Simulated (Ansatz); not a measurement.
C2H7BO2 can be A, `CCB(O)O`, or B, `BCOCO`.

Gas-phase electronic energies from Ansatz, PBE0-D4/def2-TZVP geometries. CCSD(T)/CBS is the MP2 limit (def2-TZVPP, def2-QZVPP) plus CCSD(T) − MP2 in def2-TZVPP, frozen cores. DFT in def2-TZVPP. B3LYP here is the variant with VWN-RPA as its local correlation; programs differ in this. Each species was taken in one conformer, which may not be the lowest.

A:

```xyz
12

C    -1.359   -0.312    0.631
C    -0.013    0.398    0.692
B     0.945    0.161   -0.537
O     0.628   -0.633   -1.607
O     2.162    0.774   -0.549
H    -1.972   -0.106    1.512
H    -1.943    0.002   -0.240
H    -1.241   -1.399    0.578
H     0.530    0.106    1.598
H    -0.158    1.480    0.797
H    -0.241   -1.032   -1.532
H     2.663    0.561   -1.342
```

B:

Z-matrix (Å, degrees):
```
C
O 1 1.413
B 1 1.544 2 114.9
H 1 1.107 2 110.8 3 120.4
H 1 1.105 2 110.6 3 -125.0
C 2 1.391 1 113.5 3 -174.7
H 3 1.197 1 117.6 2 -176.0
H 3 1.194 1 122.3 2 5.5
O 6 1.398 2 113.3 1 67.9
H 6 1.095 2 105.5 1 -169.5
H 6 1.097 2 111.1 1 -50.4
H 9 0.962 6 108.0 2 65.1
```

Question: Which isomer does CCSD(T)/CBS put lower? Give the gap. (Estimate.)

Answer: The calculation gave: A, by 110.5 kcal/mol.

Question: Give E(B) − E(A) in kcal/mol with PBE-D4, ωB97M-V, B3LYP, B2PLYP, MP2/def2-TZVPP, r2SCAN-D4, B3LYP-D4. (Best estimate.)

Answer: Ansatz gave: PBE-D4 106.8, ωB97M-V 109.1, B3LYP 107.1, B2PLYP 109.2, MP2/def2-TZVPP 113.1, r2SCAN-D4 109.8, B3LYP-D4 107.5. None reverses the order clearly.

Largest T1 diagnostic: 0.011.

From PBE to PBE0 (25 % exact exchange), in def2-TZVPP and without D4, E(B) − E(A) moves by +1.9 kcal/mol. In def2-TZVPP, CCSD(T) changes the Hartree–Fock value by +3.5 kcal/mol (the triples alone add +0.0 kcal/mol) and MP2 by +6.9 kcal/mol.
